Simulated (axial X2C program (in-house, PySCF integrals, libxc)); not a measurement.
## NaBe⁺: cheaper levels and CCSD(T), 2c

Computed with an axial X2C code built on PySCF integrals. Two-component (2c) means X2C with spin–orbit coupling and atomic mean-field two-electron Coulomb and Gaunt terms. Basis: Na dyall-cv3z [9s8p5d2f], Be dyall-cv3z [8s8p3d1f] (cores contracted in-house); Gaussian nuclei, density fitting, unrestricted open shells. Masses: Na 22.990 u, Be 9.012 u.

State: Ω = 0 (closed shell); fragments Na+ + Be.

```tsv
level	Re (Å)	ωe (cm⁻¹)	De (eV)
PBE0	2.939	211.9	0.478
HF	3.049	190.5	0.383
MP2	2.968	203.2	0.413
CCSD	2.983	198.3	0.388
```

Correlated methods: 10 electrons correlated (number of frozen shells: Na 1 s; Be 1 s), 200 virtual spin orbitals or spinors in MP2, 90 natural virtuals in coupled cluster.

CCSD(T), same Hamiltonian and basis:

Re = 2.973 Å, ωe = 200.3 cm⁻¹, De = 0.39 eV; T1 = 0.010 (Lee–Taylor normalisation).

Question: Give the differences from CCSD(T) in the columns below.

Answer: 

```json
{"level": "PBE0", "ΔRe (Å)": "-0.034", "Δωe (cm⁻¹)": "11.6", "ΔDe (eV)": "0.09"}
{"level": "HF", "ΔRe (Å)": "0.076", "Δωe (cm⁻¹)": "-9.8", "ΔDe (eV)": "-0.01"}
{"level": "MP2", "ΔRe (Å)": "-0.005", "Δωe (cm⁻¹)": "2.9", "ΔDe (eV)": "0.02"}
{"level": "CCSD", "ΔRe (Å)": "0.010", "Δωe (cm⁻¹)": "-2.0", "ΔDe (eV)": "0.00"}
```

The state is one determinant whose occupation by symmetry is held fixed; it was picked as the lowest of a PBE0 search that is not exhaustive. De is counted from the lowest determinant-based energies of the atoms at the same level, without counterpoise correction. Coupled cluster ran in a truncated set of natural virtual spinors; the MP2 energy of the rest was added. (T) has no such correction and the atoms are truncated less, which lowers De at CCSD(T) by a hundredth of an eV or more.
